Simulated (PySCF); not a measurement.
Compound: CH₉ClSSi₃.
Atom-mapped SMILES: `[CH3:1][S:2][Si@@H:3]([SiH3:4])[SiH2:5][Cl:6]` (hydrogens: H7, H8, H9 on C1; H10 on Si3; H11, H12, H13 on Si4; H14, H15 on Si5)

Geometry (PBE0-D3(BJ)/def2-SVP, Å), atoms numbered from 1 in this order:
```
atom  x, y, z in Å
C1     2.7596    0.1353    0.4157
S2     1.6078   -1.0551   -0.3437
Si3   -0.2708   -0.3423    0.4211
Si4   -0.8148    1.7650   -0.4595
Si5   -1.8996   -1.8485   -0.3170
Cl6   -3.7036   -0.8482   -0.0239
H7     2.7447    0.0583    1.5119
H8     3.7632   -0.1271    0.0545
H9     2.5321    1.1662    0.1102
H10   -0.2662   -0.3000    1.9203
H11   -1.9856    2.3570    0.2549
H12    0.3508    2.6942   -0.3269
H13   -1.1381    1.6067   -1.9097
H14   -1.7522   -2.1335   -1.7734
H15   -1.9419   -3.1313    0.4414
```

All values: wB97X-D/def2-SVPD (PySCF, non-relativistic), on one gas-phase PBE0-D3(BJ)/def2-SVP geometry that isn't relaxed in the solvent. The solvent is an IEF-PCM continuum (Bondi radii, 1.10 Å for H, scaled by 1.2), and excitations are vertical TDDFT with non-equilibrium linear response and a frozen core. The model holds no explicit solvent molecules, cavitation or dispersion.

Gas-phase singlets (H = HOMO, L = LUMO):

```json
{"state": "S1", "E (eV)": "5.183", "λ (nm)": "239", "f": "0.002", "leading configurations": "H→L 88%"}
{"state": "S2", "E (eV)": "5.474", "λ (nm)": "226", "f": "0.014", "leading configurations": "H→L+1 76%"}
{"state": "S3", "E (eV)": "6.105", "λ (nm)": "203", "f": "0.037", "leading configurations": "H→L+2 68%, H-1→L 19%"}
{"state": "S4", "E (eV)": "6.128", "λ (nm)": "202", "f": "0.004", "leading configurations": "H-1→L 74%, H→L+2 17%"}
{"state": "S5", "E (eV)": "6.509", "λ (nm)": "190", "f": "0.020", "leading configurations": "H→L+3 52%, H→L+4 29%"}
```

Task: Give the list for chloroform (ε = 4.711), n² = 2.09.

Result: 
```
state  E (eV)  λ (nm)      f  leading configurations  change by rank (eV)
   S1   5.212     238  0.004                 H→L 87%               +0.029
   S2   5.531     224  0.024               H→L+1 74%               +0.057
   S3   6.110     203  0.047    H-1→L 81%, H→L+2 12%               +0.005
   S4   6.163     201  0.020    H→L+2 72%, H-1→L 12%               +0.035
   S5   6.558     189  0.042    H→L+3 56%, H→L+4 26%               +0.049
```

Task: Give the list for water (ε = 78.36), n² = 1.78.

Result: 
| state | E (eV) | λ (nm) | f | leading configurations | change by rank (eV) |
| --- | --- | --- | --- | --- | --- |
| S1 | 5.231 | 237 | 0.004 | H→L 87% | +0.048 |
| S2 | 5.568 | 223 | 0.023 | H→L+1 73% | +0.094 |
| S3 | 6.116 | 203 | 0.037 | H-1→L 88% | +0.011 |
| S4 | 6.194 | 200 | 0.027 | H→L+2 78% | +0.066 |
| S5 | 6.596 | 188 | 0.041 | H→L+3 56%, H→L+4 26% | +0.087 |

Task: The ground-state energy changes by -0.135 eV from gas to water. By how much does the total energy of gas-phase S2 change?

Result: E(S2) = E(S0) + excitation energy, so it changes by -0.135 + 0.094 = -0.041 eV: it is lowered less than the ground state, which is what a blue shift means. This is the vertical state, with the slow part of the continuum still set for S0.

Task: How do the frontier levels move from gas to water?

Result: 
```json
{"orbital": "LUMO+2", "gas (eV)": "1.46", "solvent (eV)": "1.60", "change (eV)": "+0.14"}
{"orbital": "LUMO+1", "gas (eV)": "1.29", "solvent (eV)": "1.43", "change (eV)": "+0.14"}
{"orbital": "LUMO", "gas (eV)": "0.66", "solvent (eV)": "0.75", "change (eV)": "+0.09"}
{"orbital": "HOMO", "gas (eV)": "-8.75", "solvent (eV)": "-8.71", "change (eV)": "+0.04"}
{"orbital": "HOMO-1", "gas (eV)": "-9.90", "solvent (eV)": "-9.81", "change (eV)": "+0.09"}
{"orbital": "HOMO-2", "gas (eV)": "-10.38", "solvent (eV)": "-10.31", "change (eV)": "+0.07"}
{"orbital": "HOMO-3", "gas (eV)": "-10.90", "solvent (eV)": "-10.88", "change (eV)": "+0.02"}
```

The HOMO–LUMO gap goes from 9.41 to 9.45 eV. Rows go by rank; for HOMO-3 the atom shares or the degeneracy differ between the runs, so the row needn't follow one orbital.

Note: wB97X-D ran without an empirical dispersion term, which enters the total energy and its gradient alone.
